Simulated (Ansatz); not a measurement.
Br2F2Hf, SMILES `[F][Hf]([F])([Br])[Br]`. Charge 0, multiplicity 1. Hf: def2 effective core potential.

Z-matrix (Å, degrees):
```
Hf
F 1 1.883
Br 1 2.486 2 109.4
Br 1 2.486 2 109.4 3 121.9
F 1 1.883 2 108.1 3 -119.0
```

**Question.** What are the harmonic wavenumbers in cm⁻¹ at PBE0-D4/def2-TZVP (Ansatz, finite differences of forces, unscaled)? (Estimate.)

**Answer.** The calculation gave: 65, 100, 126, 136, 165, 257, 280, 661, 672.

**Question.** Is this a minimum?

**Answer.** Yes, all 9 modes are real.

**Question.** Give the ideal-gas thermochemistry at 298.15 K and 1 bar (rigid rotor, harmonic oscillator; point group C2v, symmetry number 2).

**Answer.** Zero-point energy 14.7 kJ/mol; H(298) − E = 36.9 kJ/mol; entropy 389.9 J/(mol·K), of which translation 182.8, rotation 123.3, vibration 83.8; G(298) − E = -79.3 kJ/mol. Modes under 100 cm⁻¹ are hindered rotations or soft bends, so the harmonic entropy is rough.

**Question.** Rotational constants (cm⁻¹)?

**Answer.** 0.04658, 0.02219, 0.01784.
